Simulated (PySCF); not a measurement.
A side-by-side comparison of computed properties.

First species: C₇H₇BrSe.
InChI=1S/C7H7BrSe/c1-9-7-4-2-6(8)3-5-7/h2-5H,1H3

Second species: C7H11FSi.
Cartesian coordinates in Å at the PBE0-D3(BJ)/def2-SVP level; atoms count from 1:
```xyz
20
C7H11FSi angstrom
C     -2.106    0.368   -1.043
C     -1.177   -0.509   -0.218
C     -1.637   -0.586    1.242
C      0.263   -0.069   -0.285
C      0.741    1.128   -0.694
Si     2.603    1.107   -0.494
C      2.613   -0.638    0.156
C      1.325   -1.015    0.164
F      0.909   -2.222    0.547
H     -1.783    0.424   -2.094
H     -2.145    1.395   -0.644
H     -3.130   -0.032   -1.021
H     -1.209   -1.535   -0.627
H     -0.996   -1.254    1.835
H     -2.669   -0.966    1.302
H     -1.614    0.413    1.706
H      0.087    1.921   -1.057
H      3.110    2.122    0.480
H      3.351    1.275   -1.778
H      3.414   -1.307    0.470
```

Levels: B3LYP/def2-SVPD for dipole moment, HOMO energy, LUMO energy, HOMO–LUMO gap, static isotropic polarisability and electronic spatial extent ⟨r²⟩ about the centre of nuclear charge; TDDFT B3LYP/def2-SVPD for lowest singlet excitation; TDA B3LYP/def2-SVPD for lowest triplet excitation (Tamm–Dancoff); ΔSCF B3LYP/def2-SVPD for vertical ionisation energy; PBE0-D3(BJ)/def2-SVP for rotational constant A and rotational constant C. Geometries: PBE0-D3(BJ)/def2-SVP. All species are isolated and taken at one optimised geometry, non-relativistic unless stated; the electronic structure was computed with PySCF and density fitting.

The conformers computed, where there is a choice (atom-mapped SMILES and torsion angles):
- `[CH3:1][Se:2][c:3]1[cH:4][cH:5][c:6]([Br:7])[cH:8][cH:9]1`: C1–Se2–C3–C4 0°
- `[CH3:1][CH:2]([CH3:3])[C:4]1=[CH:5][SiH2:6][CH:7]=[C:8]1[F:9]`: C1–C2–C4–C5 17°

```
                                                         property    column X    column Y
                                                    dipole moment      2.19 D      1.02 D
                                                      HOMO energy    -5.86 eV    -6.58 eV
                                                      LUMO energy    -0.94 eV    -1.64 eV
                                                    HOMO–LUMO gap     4.92 eV     4.94 eV
                                        lowest singlet excitation     4.19 eV     4.42 eV
                         lowest triplet excitation (Tamm–Dancoff)     3.51 eV     2.84 eV
                                  static isotropic polarisability    139.4 au    108.9 au
                                       vertical ionisation energy     7.67 eV     8.57 eV
electronic spatial extent ⟨r²⟩ about the centre of nuclear charge  3736 bohr²  1542 bohr²
                                            rotational constant A   3.651 GHz   2.084 GHz
                                            rotational constant C   0.236 GHz   0.781 GHz
```

(1) Which column belongs to which species?

(2) How does each property change from the first species to the second?

Results:

(1) Column X is the first species and column Y the second. The first has 16 atoms and 118 electrons, the second 20 and 76.

(2) dipole moment -1.17 D; HOMO energy -0.72 eV; LUMO energy -0.70 eV; HOMO–LUMO gap +0.02 eV; lowest singlet excitation +0.23 eV; lowest triplet excitation (Tamm–Dancoff) -0.67 eV; static isotropic polarisability -30.5 au; vertical ionisation energy +0.90 eV; electronic spatial extent ⟨r²⟩ about the centre of nuclear charge -2194 bohr²; rotational constant A -1.567 GHz; rotational constant C +0.545 GHz.

On the first: The polarisability is 20.66 Å³ as a volume (1 au = 0.148185 Å³), or 1.18 au for each of the 118 electrons. No computed singlet falls in the visible range (750 to 380 nm, 1.65 to 3.26 eV); S1 lies 0.93 eV above its blue end. The calculation is non-relativistic and has no spin–orbit coupling, an omission that weighs most on bromine and selenium.

On the second: The ΔSCF ionisation energy exceeds −ε(HOMO) by 1.99 eV with B3LYP. The 10 singlets span 4.42 to 7.06 eV, and their oscillator strengths add up to 0.28.
